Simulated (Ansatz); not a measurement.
Cost and result for the atomization energy of `N[Si]1(F)CS1` (9 atoms, 9 bonds).

```xyz
9

N    -1.532    0.543   -0.439
Si   -0.264   -0.439    0.063
F    -0.900   -1.492    1.070
C     1.455    0.047    0.397
S     1.258   -0.948   -1.225
H    -1.485    1.115   -1.262
H    -2.402    0.609    0.061
H     1.812    1.055    0.209
H     2.057   -0.489    1.126
```

The species carries charge 0 and has multiplicity 1. The structure was optimised at the PBE0-D4/def2-TZVP level. It is one conformer, not always the lowest. Program: Ansatz. All runs use 4 threads of an Intel Xeon Platinum 8259CL on a shared host. Times are those of one run each, without the atoms' runs, and a repeat can differ threefold. Electronic energies, without spin–orbit coupling; frozen cores. CCSD(T)/CBS adds CCSD(T) − MP2 in def2-TZVPP to the MP2 limit, and its time is that of the two runs behind it. T1 = 0.011. B3LYP takes the VWN-RPA correlation (the form of Gaussian; ORCA's B3LYP/G).

CCSD(T)/CBS is a level of theory with its own doubt, some kJ/mol a heavy atom from the limit and from the frozen cores, so smaller differences don't rank the functionals.

```csv
level,functions,wall time
PBE-D4/def2-TZVPP (with forces),233,2.5 s
PBE0-D4/def2-TZVPP,233,2.9 s
r2SCAN-D4/def2-TZVPP (with forces),233,3.9 s
B3LYP-D4/def2-TZVPP (with forces),233,4.2 s
ωB97X-V/def2-TZVPP,233,6.5 s
B2PLYP/def2-TZVPP,233,7 s
ωB97M-V/def2-TZVPP (with forces),233,9.5 s
MP2/def2-QZVPP,431,25 s
CCSD(T)/def2-TZVPP,233,86 s
CCSD(T)/CBS(def2),–,110 s
```

Question: What atomization energy does each give, and how far from CCSD(T)/CBS? (Estimate.)

Answer: Computed: 
```csv
level,atomization (kJ/mol),difference from CCSD(T)/CBS,per bond
PBE-D4/def2-TZVPP (with forces),3487.4,71.4,7.9
PBE0-D4/def2-TZVPP,3412.5,-3.5,-0.4
r2SCAN-D4/def2-TZVPP (with forces),3420.0,4.0,0.4
B3LYP-D4/def2-TZVPP (with forces),3397.3,-18.7,-2.1
ωB97X-V/def2-TZVPP,3430.9,14.9,1.7
B2PLYP/def2-TZVPP,3365.0,-51.0,-5.7
ωB97M-V/def2-TZVPP (with forces),3432.3,16.3,1.8
MP2/def2-QZVPP,3458.3,42.3,4.7
CCSD(T)/def2-TZVPP,3297.7,-118.3,-13.1
CCSD(T)/CBS(def2),3416.0,0.0,0.0
```

From PBE to PBE0 (25 % exact exchange), in def2-TZVPP and without D4, the atomization energy moves by −71.5 kJ/mol: exact exchange takes away binding that semilocal exchange gives to molecules. The D4 term adds +35.7 kJ/mol with B3LYP and +18.5 kJ/mol with PBE0; it sums over pairs of atoms, weighted by their polarisabilities, and B3LYP, whose exchange is more repulsive, gets the larger term. In def2-TZVPP, CCSD(T) changes the Hartree–Fock value by +914.8 kJ/mol (the triples alone add +62.6 kJ/mol) and MP2 by +1004.6 kJ/mol; breaking electron pairs costs correlation energy, which Hartree–Fock lacks.
